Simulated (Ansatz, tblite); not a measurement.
Forces on Al₂Te₂ at its B3LYP-D4/def2-SVP geometry. Charge 0, multiplicity 1.

In the def2 sets Te takes a core potential; there is no spin–orbit coupling. The xTB rows come from tblite. The structure comes from a short search, and lower isomers may exist.

GFN1-xTB (tblite), largest force 0.98 eV/Å:

```xyz
4
positions Å, forces eV/Å
Al   -0.690    0.633    1.296   -0.412    0.382    0.783
Al    0.687   -0.632   -1.298    0.426   -0.388   -0.795
Te    0.777    1.813   -0.471   -0.074   -0.154    0.047
Te   -0.775   -1.814    0.473    0.060    0.160   -0.035
```

GFN2-xTB (tblite), largest force 0.32 eV/Å:

```
Al 0.138 -0.123 -0.255
Al -0.134 0.126 0.257
Te -0.050 -0.114 0.028
Te 0.046 0.111 -0.031
```

PBE-D4/def2-TZVP (Ansatz), largest force 0.20 eV/Å:

```
Al 0.088 -0.077 -0.158
Al -0.082 0.078 0.162
Te -0.018 -0.036 0.008
Te 0.013 0.035 -0.011
```
